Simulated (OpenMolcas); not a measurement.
# Ir V: effect of the active space

- Program: OpenMolcas 26.06
- Method: CASSCF or its RAS form
- Basis: ANO-RCC-VTZP
- Scalar Hamiltonian: DKH2, point nucleus
- Spin-orbit coupling: state interaction with AMFI integrals over the reference wave functions, term energies averaged over their components

A. 5 electrons in 5 orbitals (5d); 2S+1 = 6 even, 1 root; 2S+1 = 4 even, 24 roots; 2S+1 = 2 even, 75 roots; cost about 29 core-seconds
B. 11 electrons in 8 orbitals (RAS1 5p, at most 2 holes; RAS2 5d); 2S+1 = 6 even, 1 root; 2S+1 = 4 even, 24 roots; 2S+1 = 2 even, 75 roots; cost roughly 40 core-seconds
C. 5 electrons in 10 orbitals (5d 6d); 2S+1 = 6 even, 1 root; 2S+1 = 4 even, 24 roots; 2S+1 = 2 even, 70 roots; cost of the order of 2.3 core-minutes

Energies in cm-1 above 5d5 6S 5/2.

```
               Level      A      B      C
          5d5 6S 5/2    0.0    0.0    0.0
   5d5 4G 7/2 [65 %]  27183  27228  26638
         5d5 4G 11/2  28165  28675  27769
          5d5 4G 9/2  29240  29707  28780
   5d5 4P 1/2 [66 %]  32015  30463  31344
   5d5 4D 7/2 [68 %]  35475  35240  35008
   5d5 4D 1/2 [70 %]  40055  39266  39377
  5d5 2I 11/2 [72 %]  40199  41462  39550
         5d5 2I 13/2  43765  45472  43232
   5d5 2H 9/2 [54 %]  51660  51033  50904
5d5 2F 5/2(2) [57 %]  56579  55528  55801
  5d5 2H 11/2 [70 %]  60032  60345  59377
          5d5 2S 1/2  62646  60956  61825
       5d5 2D 3/2(2)  69453  67230  69860
5d5 2D 5/2(2) [60 %]  74215  72545  74615
```

The spin-orbit steps hold different terms of 5d5 (C lacks a 2D), which shifts levels as well.

Among A to C the level of the table that moves most is 5d5 2D 3/2(2), by 2600 cm-1 (lowest in B, highest in C).

Without dynamic correlation excited terms often stand tens of per cent too high (terms of higher spin than the ground term too low), and those without a measured partner can miss by more than the paired ones. Active for correlation alone: 5p; no level in the range computed is led by a configuration that opens it, so any true level of that kind is missing (holds for B). Active for correlation alone: 6d; no level in the range computed is led by a configuration that fills it, so any true level of that kind is missing (holds for C). Levels of configurations outside the active space are missing. Levels that lie high or do not pair safely by name in every column are left out.

A share in square brackets marks a mixed level and gives the weight of the term that names it, the lowest over the columns. A number in round brackets counts repeated terms of one configuration in the order of the reference energies.
